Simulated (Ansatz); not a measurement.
A structure relaxed at PBE-D4/def2-TZVPD in Ansatz, charge -1, singlet:

```tsv
atom	x (Å)	y (Å)	z (Å)
Sn1	0.530	-0.454	-0.305
H2	-0.733	0.425	-1.272
H3	0.905	1.035	0.667
H4	-0.703	-1.007	0.911
```

**Question.** Give its formula, name or SMILES and point group.

**Answer.** [SnH3]- (SnH₃⁻). Point group C3v (tolerance 0.1 Å).

**Question.** Summarise the bond lengths by kind (pairs closer than 1.2 times the sum of covalent radii, bridged metal pairs left out).

**Answer.** 3 × H–Sn 1.82 Å.

In the def2 sets Sn takes a core potential; there is no spin–orbit coupling. The highest occupied level of the charge -1 singlet lies above zero (up to 0.40 eV). By energy differences its removal costs 2.39 eV (vertical, to the charge 0 doublet, at PBE-D4/def2-TZVPD); a positive level beside a positive removal energy at the same level points to self-interaction error.
